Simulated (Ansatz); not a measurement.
`CS[C]1(F)[NH][AlH]1` + H₂ → `F[CH]1[NH][AlH]1` + CH₃SH at 298.15 K and 1 bar (hydrogenolysis of a C–S bond).

Calculated with Ansatz (gas phase, PBE0-D4/def2-TZVP geometries, no zero-point term in ΔE). CCSD(T)/CBS adds triple-zeta CCSD(T) − MP2 to the extrapolated MP2 energy (def2 sets, frozen cores). This one scheme is used for every species. One conformer a species, not always the lowest.

| species | CCSD(T)/CBS energy (Eh) | H − E (kJ/mol) | S (J/(mol·K)) |
| --- | --- | --- | --- |
| `CS[C]1(F)[NH][AlH]1` | -873.35236 | 204.9 | 366.3 |
| H₂ | -1.17544 | 35.1 | 130.4 |
| `F[CH]1[NH][AlH]1` | -436.31417 | 122.0 | 289.1 |
| CH₃SH | -438.22835 | 133.0 | 253.2 |

H − E and S are ideal-gas, rigid-rotor, harmonic terms from PBE0-D4/def2-TZVP, for one conformer and one mirror image of each species. The MP2-based limit puts H₂ 0.8 mEh under its directly extrapolated value; such offsets cancel only in part. 1 Eh = 2625.50 kJ/mol, R = 8.31446 J/(mol·K).

By hand: ΔE, ΔH, ΔS and ΔG.

ΔE = (-436.31417) + (-438.22835) − (-873.35236) − (-1.17544) = -0.01472 Eh = -38.6 kJ/mol. Δ(H − E) = 122.0 + 133.0 − 204.9 − 35.1 = 15.0, so ΔH = -23.6 kJ/mol. ΔS = 289.1 + 253.2 − 366.3 − 130.4 = 45.6 J/(mol·K). ΔG = -23.6 − 298.15 × (45.6)/1000 = -37.2 kJ/mol.

By hand: the equilibrium constant, and the temperature at which ΔG would vanish if ΔH and ΔS stayed fixed.

log₁₀ K = −ΔG/(RT ln 10) = 6.5. ΔH and −TΔS have one sign here, so there is no such temperature.

TΔS isn't small against ΔH here. A doubt of 5 kJ/mol in ΔE shifts log₁₀ K by 0.9 here. Other conformers and mirror images would add mixing entropy, several J/(mol·K) or more a flexible species. These are equilibria of isolated gas molecules and say nothing of rates. Largest T1 diagnostic: 0.015 (customary marks: 0.02 for closed shells, 0.045 for open ones).
